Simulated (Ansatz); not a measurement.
Consider the redistribution: `C[N]=[W](=[O])([OH])[N](C)C` + `C[O][Mg][OH]` → `C[N]=[W](=[O])([OH])[O]C` + `C[N](C)[Mg][OH]`.

Computed with Ansatz on PBE0-D4/def2-TZVP structures; ΔE is electronic, products minus reactants. CBS: MP2 limit from def2 TZ/QZ plus the TZ coupled-cluster correction, frozen cores. DFT in def2-TZVPP. def2 core potentials past Kr. For Mg, W outer-core shells are correlated without core-valence functions, which leaves a few kJ/mol of doubt a bond. Each species was taken in one conformer, which may not be the lowest.

```
                      species  PBE-QIDH energy (Eh)
`C[N]=[W](=[O])([OH])[N](C)C`            -447.10893
               `C[O][Mg][OH]`            -390.81726
   `C[N]=[W](=[O])([OH])[O]C`            -427.71070
            `C[N](C)[Mg][OH]`            -410.19594
```

(1) Work out ΔE.

Largest T1 diagnostic among the species: 0.020.

Answers

(1) ΔE = (-427.71070) + (-410.19594) − (-447.10893) − (-390.81726) = 0.01955 Eh = +0.53 eV. CCSD(T)/CBS gives +0.57 eV.

The D4 term adds +0.06 eV with B3LYP and +0.04 eV with PBE0; it sums over pairs of atoms, weighted by their polarisabilities, and B3LYP, whose exchange is more repulsive, gets the larger term. Leaving LDA and LC-ωPBE aside and taking each functional with its dispersion term where it has one, the values, not all of them listed here, spread over 0.10 eV, from B97M-V to BHLYP-D4. LDA lies +0.06 eV from PBE without D4. At CCSD(T), def2-SVP lies +0.04 eV from the extrapolated value and def2-TZVPP −0.03 eV.

B3LYP here is the variant with VWN-RPA as its local correlation; programs differ in this.
